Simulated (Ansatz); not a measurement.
```
atom    x (Å)    y (Å)    z (Å)
   C   0.0132  -0.0578  -0.7090
   O   0.0810  -0.1217   0.5929
   H   0.0232   0.8014   1.0879
   H   0.0264  -0.9578  -1.0714
   H  -0.3473   0.8328  -1.2675
```

Basis set: cc-pVDZ (spherical functions). Left uncorrelated: 2 orbitals. Charge 0, multiplicity 2.

Computed with Ansatz (development build ahead of 0.2.0); each method stands on the lowest determinant of its kind that the runs found.

The atomization energy at this shape (free ground-state atoms in the same class of orbitals less the molecule, no zero-point energy) of doublet CH₃O:

| method | atomization energy |
| --- | --- |
| UHF-MP2 | 15.74 eV |

Question: What does UHF give?

Answer: 11.47 eV. Caution: the shape is not the minimum.
